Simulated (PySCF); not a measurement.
Correlation energy of Ru (ruthenium, neutral)

[Kr] 4d6 5s1 5p1, one real determinant (an excited configuration). Calculation: PySCF 2.14, in ANO-RCC-VTZP (7s6p4d2f1g, 68 functions); scalar relativity by spin-free X2C-1e. Frozen: [Ar] 3d10; 16 electrons correlated.

| level | correlation energy (mhartree) |
| --- | --- |
| CCSD | -448.72 |
| (T) | -12.54 |
| CCSD(T) | -461.26 |

Diagnostics: T1 = 0.010, D1 = 0.0441, largest double amplitude 0.046.

The real determinant used has ⟨L²⟩ near 8 against 12 for a pure F term, so it mixes terms.

Cost of the coupled-cluster step: roughly 10 core-seconds, for 16 correlated electrons.

The basis was made for the ground configuration and has no added diffuse functions, which can raise the energy of the promoted electron.

The reference is one real determinant that mixes LS terms of this configuration.
